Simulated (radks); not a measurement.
Problem. All-electron atom: Zr V in [Kr]. All-electron calculation, non-relativistic Kohn-Sham, r2SCAN, spin-polarised, spherical densities, point nucleus; meta-GGA in the generalised Kohn-Sham scheme; relativity is left out, which matters for an element this heavy. Program: a radial shooting solver on a logarithmic mesh with Libxc functionals. Some entries of the table are withheld. Estimate them.

orbital,occ.,eigenvalue (eV),<1/r> (bohr^-1),r(max) (bohr)
1s,2,-17503.27,39.48,0.02522
2s,2,-2436.551,8.878,0.1412
2p,6,-2234.096,(1),0.1114
3s,2,-438.8708,3.045,0.4180
3p,6,(2),2.942,(3)
3d,10,-223.1181,2.743,0.3483
4s,2,-94.6508,1.104,1.094
4p,6,(4),1.003,1.172
4d,0,-40.0766,0.7839,1.417
5s,0,-30.3038,0.4781,2.588

Solution. 
(1) 2p <1/r> (bohr^-1): 8.851
(2) 3p eigenvalue (eV): -362.1337
(3) 3p r(max) (bohr): 0.4065
(4) 4p eigenvalue (eV): -73.2563
